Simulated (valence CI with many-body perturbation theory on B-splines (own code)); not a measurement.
E1 line list for Dy XXXV

Level of theory: valence CI with perturbative core correlation (CI+MBPT): four valence electrons over a frozen Dirac-Fock core [Ar] 3d10, a basis of 11 s, 11 p, 9 d, 7 f, 5 g, 2 h, 1 i functions for each j, with the one-electron correlation potential Σ1 (screened to all orders), the two-electron term Σ2, the three-electron term Σ3, Breit, model QED; selected single and double excitations, second order for the rest (own B-spline code, finite nucleus).

The last digits are not significant, and no measured levels were compared; by estimate large intervals hold to a few tenths of a per cent, small ones and those within an open d or f shell to about a per cent.

Lines 151 to 200 of 238 in falling wavelength, among levels below 2792300 cm⁻¹, chosen from the strongest by gf and those to the six lowest levels. Wavelengths and rates use the calculated energies. Electric multipoles are in the length gauge, E1 and E2 with the static RPA response of the core. Weak lines are less certain than strong ones. Lines between different terms over intervals too small for the method are left out, as are lines whose strength nearly cancels. Where a level lies close to another of its J and parity, the split of strength between their lines is uncertain. The highest levels of a list are the least certain.

Levels are named by their leading jj configuration (3d3/2^4 stands for four electrons in 3d with j = 3/2), which in mixed levels can hold well under half, so a name can repeat and another be missing. Letters in brackets count levels of one name in rising energy.

| λ vac (nm) | Upper | Lower | A (s⁻¹) | log gf | Branch % |
| --- | --- | --- | --- | --- | --- |
| 8.367 | (4s 4p1/2 4p3/2 4d5/2) J=3 [c] | (4s 4p1/2 4p3/2^2) J=3 | 1.62e+10 | -0.92 | 6.6 |
| 8.364 | (4s 4p1/2 4p3/2 4d5/2) J=1 [d] | (4s 4p1/2 4p3/2^2) J=2 [b] | 1.40e+11 | -0.35 | 16.5 |
| 8.357 | (4s 4p1/2 4p3/2 4d5/2) J=1 [c] | (4s 4p1/2 4p3/2^2) J=1 [a] | 8.27e+10 | -0.59 | 19.2 |
| 8.355 | (4s 4p1/2 4p3/2 4d5/2) J=4 [c] | (4s 4p1/2 4p3/2^2) J=3 | 7.62e+09 | -1.14 | 11.1 |
| 8.349 | (4s^2 4p1/2 4f5/2) J=3 | (4s 4p1/2 4p3/2^2) J=2 [b] | 1.99e+11 | 0.16 | 43.8 |
| 8.347 | (4s 4p1/2 4p3/2 4d5/2) J=1 [d] | (4s 4p1/2 4p3/2^2) J=1 [b] | 4.74e+10 | -0.83 | 5.6 |
| 8.345 | (4s 4p1/2 4p3/2 4d5/2) J=2 [c] | (4s 4p1/2 4p3/2^2) J=1 [a] | 2.62e+11 | 0.14 | 55.7 |
| 8.337 | (4s^2 4p1/2 4d5/2) J=2 | (4s^2 4p1/2 4p3/2) J=1 | 2.29e+11 | 0.08 | 52.2 |
| 8.314 | (4s^2 4p1/2 4f5/2) J=2 | (4s 4p1/2 4p3/2^2) J=1 [c] | 2.75e+11 | 0.15 | 41.1 |
| 8.306 | (4s^2 4p3/2 4d5/2) J=1 | (4s^2 4p3/2^2) J=0 | 5.04e+11 | 0.19 | 88.2 |
| 8.286 | (4s 4p1/2 4p3/2 4d5/2) J=2 [d] | (4s 4p1/2 4p3/2^2) J=1 [a] | 4.51e+10 | -0.63 | 8.8 |
| 8.276 | (4s 4p1/2 4p3/2 4d5/2) J=1 [c] | (4s 4p1/2 4p3/2^2) J=0 | 3.09e+10 | -1.02 | 7.2 |
| 8.276 | (4s^2 4p1/2 4f5/2) J=2 | (4s^2 4p1/2 4d5/2) J=3 | 2.61e+10 | -0.87 | 3.9 |
| 8.269 | (4s^2 4p1/2 4f7/2) J=3 | (4s^2 4p1/2 4d5/2) J=3 | 1.49e+11 | 0.03 | 24.2 |
| 8.185 | (4s^2 4p3/2 4d5/2) J=3 | (4s^2 4p3/2^2) J=2 | 5.24e+11 | 0.57 | 92.4 |
| 8.155 | (4s 4p1/2 4p3/2 4d5/2) J=2 [e] | (4s 4p1/2 4p3/2^2) J=1 [a] | 6.45e+10 | -0.49 | 8.9 |
| 8.094 | (4s 4p1/2 4p3/2 4d5/2) J=3 [b] | (4s 4p1/2 4p3/2^2) J=2 [a] | 2.32e+11 | 0.20 | 57.2 |
| 8.056 | (4s^2 4p1/2 4f5/2) J=2 | (4s 4p1/2 4p3/2^2) J=2 [b] | 3.10e+10 | -0.82 | 4.6 |
| 8.050 | (4s^2 4p1/2 4f7/2) J=3 | (4s 4p1/2 4p3/2^2) J=2 [b] | 1.88e+10 | -0.89 | 3.1 |
| 8.040 | (4s^2 4p1/2 4f5/2) J=2 | (4s 4p1/2 4p3/2^2) J=1 [b] | 1.56e+10 | -1.12 | 2.3 |
| 8.018 | (4s 4p1/2^2 4d5/2) J=2 | (4s 4p1/2^2 4p3/2) J=2 | 1.07e+10 | -1.29 | 3.8 |
| 7.985 | (4s 4p1/2 4p3/2 4d5/2) J=3 [c] | (4s 4p1/2 4p3/2^2) J=2 [a] | 4.41e+10 | -0.53 | 17.9 |
| 7.974 | (4s 4p1/2 4p3/2 4d5/2) J=1 [d] | (4s 4p1/2 4p3/2^2) J=0 | 1.16e+11 | -0.48 | 13.6 |
| 7.889 | (4s^2 4p3/2 4d5/2) J=1 | (4s^2 4p3/2^2) J=2 | 4.96e+10 | -0.86 | 8.7 |
| 7.865 | (4s 4p1/2 4p3/2 4d5/2) J=3 [d] | (4s^2 4p1/2 4d3/2) J=2 | 2.84e+11 | 0.27 | 63.5 |
| 7.725 | (4s 4p1/2 4p3/2 4d5/2) J=2 [c] | (4s^2 4p1/2 4d3/2) J=2 | 3.04e+10 | -0.87 | 6.5 |
| 7.562 | (4s 4p1/2 4p3/2 4d5/2) J=2 [e] | (4s^2 4p1/2 4d3/2) J=2 | 7.47e+10 | -0.49 | 10.3 |
| 7.459 | (4s^2 4p1/2 4f5/2) J=3 | (4s^2 4p1/2 4d3/2) J=2 | 2.16e+11 | 0.10 | 47.5 |
| 7.368 | (4s 4p1/2 4p3/2 4d3/2) J=1 [a] | (4s 4p1/2^2 4p3/2) J=2 | 8.14e+09 | -1.70 | 39.5 |
| 7.363 | (4s 4p1/2 4p3/2 4d5/2) J=2 [e] | (4s 4p1/2 4p3/2^2) J=2 [a] | 1.61e+10 | -1.18 | 2.2 |
| 7.339 | (4s 4p1/2 4p3/2 4d3/2) J=2 [a] | (4s 4p1/2^2 4p3/2) J=2 | 3.97e+10 | -0.80 | 57.6 |
| 7.332 | (4s 4p1/2 4p3/2 4d3/2) J=2 [b] | (4s 4p1/2^2 4p3/2) J=1 | 2.03e+10 | -1.09 | 12.5 |
| 7.276 | (4s 4p1/2 4p3/2 4d5/2) J=1 [d] | (4s 4p1/2 4p3/2^2) J=2 [a] | 3.91e+10 | -1.03 | 4.6 |
| 7.272 | (4s 4p1/2 4p3/2 4d3/2) J=3 [a] | (4s 4p1/2^2 4p3/2) J=2 | 2.21e+10 | -0.91 | 67.9 |
| 7.224 | (4s^2 4p1/2 4f5/2) J=2 | (4s^2 4p1/2 4d3/2) J=2 | 1.22e+11 | -0.32 | 18.2 |
| 7.036 | (4s 4p3/2^3) J=2 | (4s^2 4p1/2 4p3/2) J=2 | 2.15e+10 | -1.10 | 46.9 |
| 7.033 | (4s 4p1/2 4p3/2 4d3/2) J=1 [c] | (4s 4p1/2^2 4p3/2) J=1 | 9.60e+10 | -0.67 | 22.6 |
| 6.896 | (4s 4p3/2^3) J=2 | (4s^2 4p1/2 4p3/2) J=1 | 4.94e+09 | -1.75 | 10.8 |
| 6.834 | (4s 4p1/2 4p3/2 4d3/2) J=2 [b] | (4s 4p1/2^2 4p3/2) J=2 | 4.17e+08 | -2.84 | 0.3 |
| 6.799 | (4s^2 4p3/2 4d3/2) J=1 | (4s^2 4p1/2 4p3/2) J=2 | 7.08e+10 | -0.83 | 12.0 |
| 6.768 | (4s^2 4p3/2 4d3/2) J=2 | (4s^2 4p1/2 4p3/2) J=2 | 3.96e+11 | 0.13 | 55.0 |
| 6.754 | (4s 4p1/2 4p3/2 4d3/2) J=3 [b] | (4s 4p1/2^2 4p3/2) J=2 | 4.71e+11 | 0.35 | 90.3 |
| 6.743 | (4s 4p1/2 4p3/2 4d3/2) J=1 [d] | (4s 4p1/2^2 4p3/2) J=1 | 5.61e+11 | 0.06 | 73.7 |
| 6.736 | (4s 4p1/2 4p3/2 4d5/2) J=1 [a] | (4s 4p1/2^2 4p3/2) J=2 | 4.90e+10 | -1.00 | 30.9 |
| 6.728 | (4s 4p1/2 4p3/2 4d5/2) J=2 [a] | (4s 4p1/2^2 4p3/2) J=2 | 7.60e+10 | -0.59 | 43.8 |
| 6.726 | (4s 4p1/2 4p3/2^2) J=1 [a] | (4s^2 4p1/2^2) J=0 | 4.13e+11 | -0.08 | 82.5 |
| 6.712 | (4s 4p1/2 4p3/2 4d3/2) J=3 [c] | (4s 4p1/2^2 4p3/2) J=2 | 1.22e+08 | -3.24 | 0.1 |
| 6.708 | (4s 4p1/2 4p3/2 4d3/2) J=2 [d] | (4s 4p1/2^2 4p3/2) J=1 | 5.25e+11 | 0.25 | 85.9 |
| 6.685 | (4s^2 4p3/2 4d3/2) J=3 | (4s^2 4p1/2 4p3/2) J=2 | 6.43e+11 | 0.48 | 98.7 |
| 6.668 | (4s^2 4p3/2 4d3/2) J=1 | (4s^2 4p1/2 4p3/2) J=1 | 5.04e+11 | 0.00 | 85.2 |

(1) How does gf follow from A for the line at 6.799 nm?

Results:

(1) gf = 1.4992 × (2J+1)_upper × A / σ², with σ = 1470781 cm⁻¹ and 2J+1 = 3: gf = 0.147.
